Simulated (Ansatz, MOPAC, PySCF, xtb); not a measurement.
Dimer: HCl (SMILES Cl) (first 2 atoms) with H2Se (SMILES [SeH2]); geometry from B3LYP-D3(BJ)/def2-TZVP, rigid monomers moved along the line of their centres of mass till H2···Se3 is 2.26 Å.
(charge 0, multiplicity 1):
```
atom    x (Å)    y (Å)    z (Å)
----  -------  -------  -------
Cl     0.2739  -0.6894  -0.3934
H      0.1376  -0.2267   0.8135
Se    -0.0137   0.4712   2.9600
H      1.4221   0.2159   3.1521
H     -0.3498  -0.8937   3.3933
```

Monomers are frozen at their geometry in the pair; levels with a basis set take the counterpoise correction.

The state that PM7 reach isn't checked; PM7 holds dispersion and hydrogen-bond terms.

Run with Ansatz (Gaussian orbitals); MOPAC for PM7 (differences of heats of formation); PySCF for the dispersion terms; xtb for the GFN methods. Each number belongs to the level named beside it.

**Question.** Predict the interaction energy from PM7.

**Answer.** -209 meV

**Question.** Estimate the interaction energy that r2SCAN-D3(BJ)/def2-TZVPPD returns for this input.

**Answer.** -159 meV

**Question.** Give the interaction energy at the level GFN-FF.

**Answer.** -126 meV

Ansatz is a first-principles code.
